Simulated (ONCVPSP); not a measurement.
## bromine: ONCV pseudisation with PBEsol, scalar-relativistic reference atom.

```
Element                 : bromine
Generator               : ONCVPSP 4.0.1
Type                    : optimised norm-conserving Vanderbilt (ONCV)
Functional              : PBEsol
Relativity              : scalar-relativistic
Frozen core             : [Ne]
Valence charge          : 25
Reference configuration : 3s2 3p6 3d10 4s2 4p5
Partial waves           : 3s+4s: rc 0.80 bohr, ncon 4, nbas 7, qcut 16.5 1/bohr, 2 projectors; 3p+4p: rc 1.15 bohr, ncon 4, nbas 8, qcut 13.5 1/bohr, 2 projectors; 3d: rc 1.05 bohr, ncon 4, nbas 9, qcut 18.2 1/bohr, 2 projectors, debl 2.4 Ha; f scattering state at 0.11 Ha: rc 0.90 bohr, ncon 5, nbas 8, qcut 11.6 1/bohr, 2 projectors, debl 1.8 Ha
Local potential         : polynomial inside 0.55 bohr (lpopt 4, dvloc0 2 Ha)
Core correction         : Teter function, fcfact 4.75, rcfact 1.7
```

In the d channel the program set the typed energies aside and used -2.452, 0.250 Ha.

All-electron outer shells of the reference configuration (PBEsol, scalar-relativistic, ld1.x):

```csv
shell,level (eV),outermost node (bohr),outermost maximum (bohr)
2s,-1731.82,0.06,0.16
2p,-1527.86,–,0.13
3s,-237.63,0.23,0.48
3p,-173.26,0.21,0.48
3d,-66.71,–,0.43
4s,-20.13,0.67,1.41
4p,-7.85,0.70,1.66
```

Question: Estimate the cutoffs (Ha) at which the residual kinetic energy of the hardest occupied pseudo-wave falls to 1 and 0.1 mHa per electron.

Answer: 118 Ha and 132 Ha.

Question: What does a ghost test show?

Answer: No bound ghost flagged; GHOST(+) flags only above 600 eV.

Question: Which valence shell sets the plane-wave cutoff?

Answer: 3d: 118 Ha for 1 mHa per electron, against 99 Ha for 3s.

Question: Tests: 3s2 3p6 3d10 4s2 4p4; 3s2 3p6 3d10 4s2 4p3; 3s2 3p6 3d10 4s2 4p2; 3s2 3p6 3d9 4s2 4p6. Which has the largest error in its energy relative to the reference configuration, and how large is it?

Answer: 3s2 3p6 3d9 4s2 4p6, with +261 meV (all-electron minus pseudo) on +64.31 eV.
